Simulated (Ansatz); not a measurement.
Species: MgF, charge 0, multiplicity 2. 
Structure (B3LYP-D3(BJ)/def2-TZVP (Ansatz, a program for electronic structure) minimum search):
SMILES: [F][Mg]
```xyz
2

Mg     0.0000     0.0000    -0.7587
F      0.0000     0.0000     1.0116
```
Charge 0, spin multiplicity 2.

Atomisation energy built up term by term with Ansatz (kcal/mol; UHF references for open shells; valence terms freeze the core; atomic spin-orbit terms are left out; no core correlation term is included; no scalar relativity (X2C) term is included). CBS marks a two-point X^-3 extrapolation of the correlation energy; Hartree-Fock from the larger set.

| term | basis | kcal/mol |
|---|---|---|
| Hartree-Fock | def2-QZVPPD | ___ |
| CCSD correlation | CBS(def2-TZVPPD,def2-QZVPPD) | ___ |
| (T) | CBS(def2-TZVPPD,def2-QZVPPD) | 3.34 |
| sum: De |  | ___ |

Problem. Some entries are withheld; supply them.

Solution. 
- Hartree-Fock, kcal/mol: 79.82
- CCSD correlation, kcal/mol: 24.11
- sum: De, kcal/mol: 107.3
